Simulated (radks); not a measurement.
Exchange energies: the exact (Fock) value of the Kohn-Sham orbitals and density-functional approximations, in hartree. Species: P [Ne] 3s2 3p3; O+ [He] 2s2 2p3. Method: non-relativistic Kohn-Sham, PBE, spin-polarised, spherical densities, point nucleus; computed with a radial shooting solver on a logarithmic mesh with Libxc functionals. Every spin shell is full or empty, so the densities are truly spherical. Functionals are evaluated on that one density, not self-consistently.

exact: P -22.6052; O+ -7.88514
LDA: P -20.780; O+ -7.0660
B88: P -22.606; O+ -7.8763
revPBE: P -22.584; O+ -7.8876
WC: P -22.241; O+ -7.7020
AM05: P -21.013; O+ -7.2111
SOGGA: P -21.799; O+ -7.5308
B86b: P -22.630; O+ -7.8823
MS2: P -22.638; O+ -7.9129
